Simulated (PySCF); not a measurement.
GeH2IN, neutral, multiplicity 1. Atoms are numbered in the order given.

```xyz
5

Ge     0.4738    -1.3751     0.0000
I     -0.0542     1.1690     0.0000
N     -1.2483    -1.9498     0.0000
H     -2.0797    -1.3619     0.0000
H     -1.4725    -2.9430     0.0000
```

Geometry optimised at r2SCAN-D4/def2-SVP. The def2 effective core potentials stand for the cores of I; spin–orbit coupling is left out. Other conformers were not sampled.

Calculation: TDDFT-CAM-B3LYP/def2-SVPD in PySCF.

Vertical excitations. Isolated molecule, no solvent. State labels are in the subgroup Cs.

```csv
state,symmetry,energy (eV),λ (nm),f,main pairs
S1,A",3.93,315,0.011,HOMO→LUMO 97 %
S2,A",4.49,276,0.006,HOMO−2→LUMO 96 %
S3,A',4.54,273,0.017,HOMO−1→LUMO 92 %
S4,A',5.26,236,0.066,"HOMO→LUMO+1 73 %, HOMO−2→LUMO+1 18 %"
S5,A",5.33,233,0.004,HOMO−1→LUMO+1 94 %
S6,A',5.96,208,0.198,"HOMO−3→LUMO 58 %, HOMO−2→LUMO+1 27 %"
S7,A',6.21,200,0.393,"HOMO−2→LUMO+1 47 %, HOMO−3→LUMO 27 %, HOMO→LUMO+1 11 %"
S8,A",6.60,188,0.002,"HOMO−3→LUMO+1 52 %, HOMO−1→LUMO+2 34 %, HOMO−4→LUMO 8 %"
S9,A',6.70,185,0.175,HOMO→LUMO+2 80 %
S10,A",6.76,183,0.018,"HOMO−4→LUMO 79 %, HOMO−1→LUMO+2 15 %"
T1,A",3.01,412,0,"HOMO→LUMO 70 %, HOMO−2→LUMO 25 %"
T2,A',3.91,317,0,HOMO−1→LUMO 86 %
T3,A",4.29,289,0,"HOMO−2→LUMO 72 %, HOMO→LUMO 27 %"
T4,A',4.32,287,0,"HOMO→LUMO+1 78 %, HOMO−2→LUMO+1 14 %"
```
Triplets are in the Tamm–Dancoff approximation, which puts them higher than full response would, so one can lie above its singlet here.
